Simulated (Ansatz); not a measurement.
```xyz
14

C    -1.9554    1.2264    0.6237
N    -1.0228    0.6511   -0.2690
Mo    0.1463   -0.0057   -1.2835
F     1.6052    1.0965   -0.8230
F     0.1359    1.0058   -2.8537
F    -0.7607   -1.3176   -2.2428
O     1.0249   -1.3009   -0.3060
C     1.7170   -1.3620    0.9079
H    -1.4567    1.9804    1.2405
H    -2.7637    1.7035    0.0625
H    -2.3792    0.4561    1.2745
H     2.4185   -0.5229    0.9650
H     1.0200   -1.3086    1.7501
H     2.2708   -2.3020    0.9538
```

The species carries charge 0 and has multiplicity 1. Mo takes the def2 core potential.

List the CAM-B3LYP/def2-TZVPP orbital energies in eV (Ansatz 0.2.0). (An estimate is asked.)

Computed: Occupied: -673.02, -672.82, -672.68, -523.44, -393.21, -280.80, -280.58, -76.45, -49.25, -49.09, -49.09, -33.48, -33.08, -32.72, -30.12, -26.67, -21.13, -20.55, -16.05, -15.72, -15.53, -15.46, -15.39, -14.90, -14.73, -14.36, -14.21, -13.88, -13.39, -13.02, -12.83, -12.78, -12.14, -11.10, -10.73, -10.35, -9.97. Lowest empty: -2.06, -0.82, -0.47, 0.04, 0.95, 1.72, 1.76, 1.99.
